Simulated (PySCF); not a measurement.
**Deuteron quadrupole couplings in `C=C[C@@H]1C[Si@@H](P)[C@H]1F`**

Compound: C5H10FPSi.
Cartesian coordinates in Å at the GFN2-xTB level; atoms count from 1:
```
atom  x, y, z in Å
C1    -3.043    0.172   -0.786
C2    -1.894   -0.453   -0.605
C3    -0.615    0.210   -0.230
C4     0.559   -0.101   -1.189
Si5    1.736   -0.458    0.279
P6     3.008    1.298    0.823
C7    -0.012   -0.311    1.092
F8    -0.140    0.594    2.130
H9    -3.944   -0.354   -1.051
H10   -3.128    1.240   -0.672
H11   -1.831   -1.529   -0.722
H12   -0.763    1.287   -0.138
H13    0.797    0.724   -1.856
H14    0.343   -0.970   -1.808
H15    2.300   -1.814    0.344
H16    4.209    0.608    0.749
H17    2.895    1.094    2.189
H18   -0.485   -1.231    1.442
```

Level: PBE0/pcSseg-1 (PySCF, non-relativistic); Q(2H) = 0.00286 b; rigid geometry, the same for H and D, with no vibrational averaging.

Task: Rank these positions by the coupling χzz of a deuteron there, largest first.
A. H12 (methine hydrogen)
B. H14 (methylene hydrogen)
C. H10 (vinylic hydrogen)
D. H15 (Si–H hydrogen)
E. H16 (P–H hydrogen)

Result: C (226 kHz), B (214 kHz), A (202 kHz), E (142 kHz), D (106 kHz).

Task: Tabulate Vzz, the asymmetry η and χzz = 234.96 MHz × Q × Vzz for every hydrogen position.

Result: 
```json
{"atom": "H9", "bonded to": "C1", "bond length (Å)": "1.077", "Vzz (au)": "0.3380", "η": "0.05", "χzz (kHz)": "227"}
{"atom": "H10", "bonded to": "C1", "bond length (Å)": "1.078", "Vzz (au)": "0.3358", "η": "0.06", "χzz (kHz)": "226"}
{"atom": "H11", "bonded to": "C2", "bond length (Å)": "1.084", "Vzz (au)": "0.3218", "η": "0.06", "χzz (kHz)": "216"}
{"atom": "H12", "bonded to": "C3", "bond length (Å)": "1.092", "Vzz (au)": "0.3003", "η": "0.04", "χzz (kHz)": "202"}
{"atom": "H13", "bonded to": "C4", "bond length (Å)": "1.087", "Vzz (au)": "0.3218", "η": "0.04", "χzz (kHz)": "216"}
{"atom": "H14", "bonded to": "C4", "bond length (Å)": "1.088", "Vzz (au)": "0.3188", "η": "0.05", "χzz (kHz)": "214"}
{"atom": "H15", "bonded to": "Si5", "bond length (Å)": "1.471", "Vzz (au)": "0.1578", "η": "0.01", "χzz (kHz)": "106"}
{"atom": "H16", "bonded to": "P6", "bond length (Å)": "1.387", "Vzz (au)": "0.2108", "η": "0.08", "χzz (kHz)": "142"}
{"atom": "H17", "bonded to": "P6", "bond length (Å)": "1.386", "Vzz (au)": "0.2111", "η": "0.06", "χzz (kHz)": "142"}
{"atom": "H18", "bonded to": "C7", "bond length (Å)": "1.093", "Vzz (au)": "0.2976", "η": "0.10", "χzz (kHz)": "200"}
```

Task: Average by the element that carries the hydrogen.

Result: on C: 214 kHz over 7 positions, mean bond length 1.085 Å; on Si: 106 kHz over 1 position, mean bond length 1.471 Å; on P: 142 kHz over 2 positions, mean bond length 1.386 Å.

Task: How does χzz go with the bond length over the 7 C–H bonds?

Result: A straight-line fit has a slope of -15.7 kHz for each 0.01 Å, with a correlation coefficient of -0.96, over lengths from 1.077 to 1.093 Å. The longer bonds have the smaller couplings here.

Geometry: GFN2-xTB, one conformer, isolated molecule. GFN2-xTB bond lengths can be off by several hundredths of an ångström, more for odd bonds, and the gradients follow them. These gradients aren't converged with respect to the basis.
